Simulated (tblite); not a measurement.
Species: C4H10O3Si.
Cartesian coordinates in Å at the GFN2-xTB level; atoms count from 1:
```xyz
18
C4H10O3Si angstrom
C      3.0437    0.0564   -0.3981
O      1.8449   -0.3831    0.1933
C      0.8738    0.5985    0.2732
C     -0.4434    0.3933    0.2501
O     -1.1480   -0.7647    0.1103
C     -0.4625   -1.9421   -0.2551
O     -1.2655    1.4376    0.4175
Si    -2.9026    1.3064    0.4576
H      3.7472   -0.7704   -0.3168
H      2.9019    0.3126   -1.4544
H      3.4460    0.9302    0.1267
H      1.2234    1.6139    0.4030
H     -1.2208   -2.7233   -0.2844
H     -0.0019   -1.8389   -1.2410
H      0.3090   -2.1938    0.4741
H     -3.1897    2.7197    0.6623
H     -3.3441    0.4573    1.5612
H     -3.4201    0.7969   -0.8110
```

Calculated harmonic vibrations of the isolated species, GFN2-xTB (tblite), most abundant isotopes, no scaling. Against measured fundamentals such values can be off by several per cent, at times by over 20. Modes of hydrogen on silicon can be 10 to 20 % off. One conformer, not necessarily the lowest.

Harmonic wavenumbers (cm⁻¹): 48.8, 63.2, 65.7, 104.0, 150.9, 159.0, 179.5, 205.3, 277.6, 324.9, 362.4, 437.8, 531.1, 553.5, 611.8, 686.9, 754.9, 758.5, 794.0, 814.2, 821.2, 902.8, 1018.9, 1100.4, 1114.8, 1123.3, 1128.8, 1165.5, 1184.4, 1238.7, 1297.8, 1398.1, 1407.1, 1456.2, 1467.6, 1478.0, 1484.5, 1766.0, 2255.0, 2277.8, 2320.8, 2911.7, 2933.0, 2957.9, 2990.8, 3020.5, 3026.0, 3056.3.

A = 3499, B = 902.5, C = 736.6 MHz; mass 134.040 u (most abundant isotopes); point group C1, symmetry number 1.

Question: What is the zero-point energy?

Answer: Half the sum of the wavenumbers: 29094 cm⁻¹ = 83.18 kcal/mol.

Question: Give the ideal-gas entropy at 400 K and 1 bar in the rigid-rotor, harmonic-oscillator model (classical rotation).

Answer: Translation 42.08, rotation 30.19, vibration 45.77: S = 118.0 cal/(mol K).

Question: And Cp and H(400 K) − H(0)?

Answer: Cp = 49.31 cal/(mol K), of which vibrations give 41.36 (their classical limit is 48 R = 95.4); H(400 K) − H(0) = 12.22 kcal/mol without the zero-point energy, 9.04 from vibrations.

Question: Blend soft modes into free rotors: weight 1/[1 + (100 cm⁻¹/ν̃)⁴] for the oscillator and the rest for a rotor with moment μB/(μ + B), μ = h/(8π²ν), B = 10⁻⁴⁴ kg m². What vibrational entropy results?

Answer: 41.47 cal/(mol K) in place of 45.77, which changes −T·S at 400 K by +1.72 kcal/mol.

Question: How do the functions run with temperature in this model?

Answer: 
```tsv
T (K)	S (cal/(mol K))	Cp (cal/(mol K))	H − H(0) (kcal/mol)	G − H(0) (kcal/mol)	ln q(vib)
100	72.7	21.7	1.47	-5.80	2.34
200	90.7	31.2	4.13	-14.01	5.67
300	105.1	40.6	7.72	-23.83	8.75
500	129.9	56.8	17.54	-47.40	14.44
800	160.4	72.8	37.20	-91.11	22.17
1000	177.4	79.8	52.50	-124.92	26.83
```

q(vib) and H(0) count from the zero-point level.

Question: Which modes carry the vibrational entropy at 400 K?

Answer: 48.8 cm⁻¹: 5.45; 63.2 cm⁻¹: 4.94; 65.7 cm⁻¹: 4.86; 104.0 cm⁻¹: 3.95; 150.9 cm⁻¹: 3.23; 159.0 cm⁻¹: 3.12 cal/(mol K); the other 42 give 20.23 together.

Hindered rotation and anharmonicity are outside this model. Other conformers, if any are populated, would add a mixing term that is left out. The structure is chiral; the term R ln 2 for an equal mix with its mirror image is left out.

Hardware: one thread of an Arm Neoverse N1, shared host with 64 logical CPUs at a one-minute load of 57. Cost: 1.1 s of wall time. The figure is for the frequency step alone.
